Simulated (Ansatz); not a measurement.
Frontier orbitals of C₂H₃SSbSe (`[Se]=[C]1C[S][SbH]1`).

Total charge 0; spin multiplicity 1. Correlated methods include outer-core shells of Sb, Se, which these sets cover unevenly. Scalar relativity is left out up to krypton. Sb takes the def2 core potential. All single points use the PBE0-D4/def2-TZVP geometry. Basis def2-TZVPP, the Gaussian-basis code of Ansatz.

Orbital energies of one run (eV). Highest occupied ones, from the top: -6.08, -6.67, -7.80, -7.92, -8.56, -9.65, -10.89, -11.40, -12.64, -13.80, -16.39, -17.78, -20.17, -22.80. Empty: -2.94, -2.19, -0.91, -0.02, 0.87, 1.41.

Which functional gave them?
A. LDA (SPW92)
B. B3LYP
C. r2SCAN
D. CAM-B3LYP

B. HOMO energies: B3LYP -6.08, CAM-B3LYP -7.51, r2SCAN -5.48, LDA (SPW92) -5.44 eV.

B3LYP here is the variant with VWN-RPA as its local correlation; programs differ in this.
